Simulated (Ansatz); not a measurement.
Species: sum formula SiN3H6F, net charge 0, singlet state. 
Structure (B3LYP-D3(BJ)/def2-TZVP (Ansatz, a first-principles code) minimum search):
```
Si
F 1 1.6101
N 1 1.6971 2 117.96
H 3 1.0064 1 121.29 2 -76.95
H 3 1.0064 4 112.71 1 -155.95
N 1 1.7090 2 102.51 3 -115.65
H 6 1.0065 1 121.38 2 179.22
H 6 1.0069 7 111.86 1 -152.55
N 1 1.7090 2 102.51 6 -128.70
H 9 1.0065 1 121.38 2 -179.22
H 9 1.0069 10 111.86 1 152.55
```

Total electronic energies in hartree. Cores are frozen in the correlated levels unless marked. Spin-orbit coupling is left out. No relativistic terms. CBS(X,Y): correlation extrapolated as X^-3; Hartree-Fock from the larger set. The bracket is a focal-point correction in the basis named.

```json
[
 {"level": "RI-HF/cc-pV(T+d)Z", "program": "Ansatz", "energy (Eh)": "-555.53167"},
 {"level": "SVWN5/def2-TZVPD", "program": "Ansatz", "energy (Eh)": "-554.37859"},
 {"level": "B3LYP-D3(BJ)/def2-TZVPD", "program": "Ansatz + dftd3", "energy (Eh)": "-557.55845"},
 {"level": "PBE0/def2-QZVPP", "program": "Ansatz", "energy (Eh)": "-557.13905"},
 {"level": "HSE06-D4/def2-TZVPD", "program": "Ansatz + dftd4", "energy (Eh)": "-557.09776"},
 {"level": "B2GP-PLYP-D3(BJ)/def2-TZVPD", "program": "Ansatz + dftd3", "energy (Eh)": "-557.13839"},
 {"level": "MP2/aug-cc-pV(D+d)Z", "program": "Ansatz", "energy (Eh)": "-556.29709"},
 {"level": "MP2/cc-pV(D+d)Z", "program": "Ansatz", "energy (Eh)": "-556.19866"},
 {"level": "MP2/cc-pV(T+d)Z", "program": "Ansatz", "energy (Eh)": "-556.54569"},
 {"level": "RI-MP2/cc-pV(T+d)Z", "program": "Ansatz", "energy (Eh)": "-556.54537"},
 {"level": "SCS-MP2/6-31G*", "program": "Ansatz", "energy (Eh)": "-556.08622"},
 {"level": "CCSD/cc-pwCVTZ", "program": "Ansatz", "energy (Eh)": "-556.59089"},
 {"level": "CCSD(T)/cc-pV(T+d)Z", "program": "Ansatz", "energy (Eh)": "-556.60803"},
 {"level": "CCSD(T)/cc-pwCVTZ", "program": "Ansatz", "energy (Eh)": "-556.62867"},
 {"level": "RI-MP2/CBS(cc-pV(T+d)Z,cc-pV(Q+d)Z)+[CCSD(T)-MP2]/cc-pV(T+d)Z", "program": "Ansatz", "energy (Eh)": "-556.7739"}
]
```

Totals of different functionals don't rank their quality; only differences between species are comparable.
